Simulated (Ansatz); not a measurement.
Input for Ansatz (a program for electronic structure): R-SVWN5/def2-TZVPP on H4OSiSn (SMILES [OH][Sn][SiH3]), a point of a torsion scan. Elements past Kr take the def2 small-core potentials; no spin–orbit coupling.

Ansatz 0.2 input:
```yaml
crystal:
  periodic: [false, false, false]
  atoms:
    - {symbol: O, position_ang: [2.27864678, -0.24615479, -0.61904858]}
    - {symbol: Sn, position_ang: [1.01659085, -1.13553688, 0.72475593]}
    - {symbol: Si, position_ang: [0.22959054, -2.83494728, -1.10594863]}
    - {symbol: H, position_ang: [2.53635847, 0.67080710, -0.60956162]}
    - {symbol: H, position_ang: [1.28325961, -3.41897051, -1.95578112]}
    - {symbol: H, position_ang: [-0.52786313, -4.03521761, -0.67231010]}
    - {symbol: H, position_ang: [-0.70648649, -2.23698622, -2.08646928]}
basis:
  gaussian:
    orbitals: def2-TZVPP
hamiltonian:
  xc: {name: SVWN5}
scf: {lower_state_search: off}
```

Output:

```
WARN ansatz: RAYON_NUM_THREADS=1 ignored (pool sized by the plan → 1); use --threads N
Functional definition: SVWN5
these checks for a lower state are left out or cut short: stability, starts, cluster_reference, orbital_swaps, neighbouring_geometries, increment
integrals: 0.09 GiB planned
1063 factors; their error is unknown
mean field: 0.61 GiB planned
mean field evaluation 1: about -15756.5871 eV, gradient 7.3e1 eV
mean field evaluation 2: about -15613.7456 eV, gradient 2.0e2 eV
mean field evaluation 4: about -15765.4149 eV, gradient 2.3e1 eV
mean field evaluation 8: about -15766.8592 eV, gradient 3.6e-1 eV
mean field evaluation 16: about -15766.8369 eV, gradient 1.4e-4 eV
mean field -15766.83686907 eV, -579.4205677926 hartree, gradient 5.9e-6 eV, S^2 0.000000; 0 other end points of the search recorded, 0 dependent functions left out
reference -15766.83691178 eV, -579.4205693621 hartree; 24, 24 occupied and 155, 155 virtual orbitals, 1063 factors
Total energy: -15766.83691178 eV, -579.4205693621 hartree
Checks for a lower state left out: stability, starts, cluster_reference, orbital_swaps, neighbouring_geometries, increment
```

Self-consistency was reached.

Cost: about 2.0 core-seconds (a rough figure).
